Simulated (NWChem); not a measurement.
Species: SiH3SeF; SMILES F[SiH2][SeH]

```xyz
6

Si     0.5403     1.1178    -0.0057
F     -0.7118     2.1364     0.0378
Se    -0.0958    -1.0739     0.0335
H      1.3495     1.2995     1.2213
H      1.3003     1.4122    -1.2427
H     -0.5504    -1.0765    -1.3769
```
Atoms are numbered in this order, from 1.

Computed with NWChem. Structure relaxed at the B3LYP/6-31G* (spherical d) level. Vertical excitations in the gas phase; the lowest state need not have the same character in each row.

Problem. Order these by “lowest excitation, singlet (eV)”, lowest first: CAM-B3LYP/def2-SVP, full TDDFT; PBE/def2-SVP, full TDDFT; Hartree-Fock/def2-SVP, TDHF.

Solution. PBE/def2-SVP, full TDDFT (5.56), CAM-B3LYP/def2-SVP, full TDDFT (5.73), Hartree-Fock/def2-SVP, TDHF (6.15)
